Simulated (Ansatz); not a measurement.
Z-matrix (Å, degrees):
```
C
O 1 1.405
H 1 1.098 2 112.8
H 1 1.095 2 108.3 3 -118.8
H 1 1.098 2 112.8 3 122.4
In 2 1.977 1 122.4 3 -60.4
O 6 1.969 2 114.3 1 178.4
S 6 2.362 2 124.1 1 -0.4
C 7 1.409 6 121.4 2 5.0
H 8 1.345 6 92.0 2 179.7
H 9 1.095 7 108.3 6 -157.1
H 9 1.097 7 111.6 6 84.3
H 9 1.097 7 113.4 6 -37.5
```

Charge 0, multiplicity 1. In: def2 effective core potential.

List the r2SCAN/def2-TZVPP orbital energies in eV (Ansatz 0.2.0). (Estimate.)

Ansatz gave: Occupied: -2409.48, -515.43, -515.42, -274.11, -273.99, -213.89, -157.95, -157.89, -157.76, -125.90, -82.62, -82.38, -82.33, -25.82, -25.75, -20.30, -19.85, -19.81, -19.77, -19.76, -18.41, -16.98, -16.77, -12.16, -11.31, -11.03, -10.89, -10.71, -10.55, -10.46, -8.74, -7.12, -7.09, -6.67, -6.54, -6.36. Lowest empty: -2.42, -1.22, -0.18, 0.57, 1.04, 2.10, 2.15, 2.55.
